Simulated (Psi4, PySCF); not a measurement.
The PySCF input:
```python
from pyscf import gto, scf, dft

mol = gto.M(
    atom='''
Ag   -0.000000   -0.000000   -1.361175
I     0.000000    0.000000    1.207080
''',
    basis='def2-tzvp',
    ecp={'Ag': 'def2-tzvp', 'I': 'def2-tzvp'},
    charge=0,
    spin=0,
    verbose=4,
)

mf = dft.RKS(mol)
mf.xc = 'bhandhlyp'
mf.grids.atom_grid = (99, 590)
mf.grids.prune = None
mf.kernel()
```

### Question
Convert this to an input for Psi4.

### Answer
This is not unique; one that fits is 
```
memory 2 GB

molecule mol {
0 1
Ag   -0.000000   -0.000000   -1.361175
I     0.000000    0.000000    1.207080
}

set {
  basis def2-tzvp
  reference rks
  scf_type pk
  puream true
  d_convergence 1e-8
  dft_radial_points 99
  dft_spherical_points 590
}

energy('bhhlyp')
print_variables()
```

Both were run: PySCF gave -444.603567 Eh and Psi4 -444.603568 Eh, 0.000 mEh apart.
